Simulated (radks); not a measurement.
Values are calculated unless marked as measured or tabulated.
Mean orbital radii <r> (bohr) of the phosphorus ion P+, [Ne] 3s2 3p2, at several levels of relativity; Dirac values are averaged over j with weights 2j + 1. Spin-unpolarised spherical Kohn-Sham, PBE, point nucleus unless stated (finite: rms radius 3.1889 fm), a radial shooting solver on a logarithmic mesh with Libxc functionals. A level marked "c x" has the speed of light scaled by that factor and shares open shells by 2j + 1; other Dirac levels either fill j = l - 1/2 first or share by 2j + 1.

| shell | non-rel. | scalar-rel., finite nucleus | Dirac, 2j+1 shares | Dirac, low j first | change of magnitude, last against first (%) |
|---|---|---|---|---|---|
| 1s | 0.1040 | 0.1036 | 0.1036 | 0.1036 | -0.38 |
| 2s | 0.5215 | 0.5195 | 0.5194 | 0.5194 | -0.39 |
| 2p | 0.4855 | 0.4849 | 0.4849 | 0.4849 | -0.12 |
| 3s | 1.825 | 1.820 | 1.820 | 1.821 | -0.25 |
| 3p | 2.137 | 2.137 | 2.137 | 2.138 | +0.03 |
| 3d (empty) | 3.787 | 3.798 | 3.798 | 3.803 | +0.42 |
